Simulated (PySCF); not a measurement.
Delta-SCF ions had no search for a lower state. Excitations are Tamm–Dancoff values on a coarser integration grid. The basis has no diffuse functions, so Rydberg states are missing or too high.

Cartesian coordinates (Å):
```xyz
9

O      0.1639     0.0508     1.9577
Sn     0.0004    -0.0005    -0.0001
O      1.8260    -0.2041    -0.6988
O     -1.0429    -1.4898    -0.7458
O     -0.9473     1.6430    -0.5133
H      0.9366    -0.4457     2.2557
H      1.8235    -0.6480    -1.5563
H     -1.9774    -1.2583    -0.8197
H     -0.7828     2.3525     0.1207
```
Charge 0, multiplicity 1.

**Question.** Estimate the HOMO–LUMO gap, S1 excitation (TDA), total energy, S1 oscillator strength and vertical ionisation energy (Delta-SCF) that PBE0-D4/def2-TZVP // PBE0-D4/def2-SVP (PySCF) returns for this input.

**Answer.** 
```yaml
HOMO–LUMO gap: 7.31 eV
S1 excitation (TDA): 5.74 eV
total_energy: -14082.08 eV
S1 oscillator strength: 0.021
vertical ionisation energy (Delta-SCF): 11.20 eV
```
